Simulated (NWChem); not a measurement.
C3H5N3; SMILES N#C/N=C\CN

```xyz
11

N      0.8655     2.4759    -0.4186
C      0.0406     1.6739    -0.2393
N     -0.9955     0.8563    -0.0580
C     -0.8394    -0.3845     0.2088
C      0.4475    -1.1455     0.3496
N      0.4452    -2.4481    -0.2700
H     -1.7666    -0.9684     0.3328
H      0.6522    -1.2587     1.4307
H      1.2781    -0.5362    -0.0457
H     -0.2253    -3.0796     0.1612
H      0.2271    -2.3918    -1.2618
```
Atoms are numbered in this order, from 1.

Results from NWChem. Structure relaxed at the PBE0/def2-SVP level. Level: M05-2X/def2-SVP with COSMO at NWChem's default radii, gas-phase geometry; the question gives the dielectric constant.

**Question.** Predict the results for dielectric constant 4.8. Quantities: electrostatic solvation energy (kcal/mol); dipole in solution (D).

**Answer.** 
```yaml
electrostatic solvation energy (kcal/mol): -9.3
dipole in solution (D): 6.50
```
